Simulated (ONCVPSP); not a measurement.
**Ranking ONCV potentials for molybdenum**

All share these settings but for the change named:

```json
{"Element": "Mo", "Generator": "ONCVPSP 4.0.1", "Type": "optimised norm-conserving Vanderbilt (ONCV)", "Functional": "LDA (Perdew-Zunger)", "Relativity": "non-relativistic", "Frozen core": "[Ar] 3d10", "Valence charge": "14", "Reference configuration": "4s2 4p6 4d5 5s1", "Partial waves": "4s+5s: rc 2.10 bohr, ncon 3, nbas 7, qcut 4.7 1/bohr, 2 projectors; 4p: rc 1.55 bohr, ncon 3, nbas 8, qcut 7.1 1/bohr, 2 projectors, debl 1.5 Ha; 4d: rc 1.55 bohr, ncon 4, nbas 9, qcut 6.7 1/bohr, local", "Local potential": "the d channel", "Core correction": "none"}
```

Test errors are all-electron minus pseudo excitation energies from the reference, over 4s2 4p6 4d5 5s0; 4s2 4p6 4d4 5s0; 4s2 4p6 4d3 5s0; 4s2 4p6 4d4 5s1. None of these files shows a bound ghost.

The base gives 1.1 meV.

Of 8 variants that were run, those that failed, showed a ghost or another fault, or gave nearly equal values are left out.

Task: Rank these variants by their largest absolute test error, smallest first.
A. p: rc 1.96
B. core correction Teter function, fcfact 4.25, rcfact 1.6
C. p: qcut 9.8
D. all radii scaled by about 1.15 (s 2.42, p 1.78, d 1.78 bohr)
E. d: ncon 5, nbas 10

Result: E (0.6 meV), D (3.8 meV), C (4.6 meV), B (5.9 meV), A (8.7 meV).
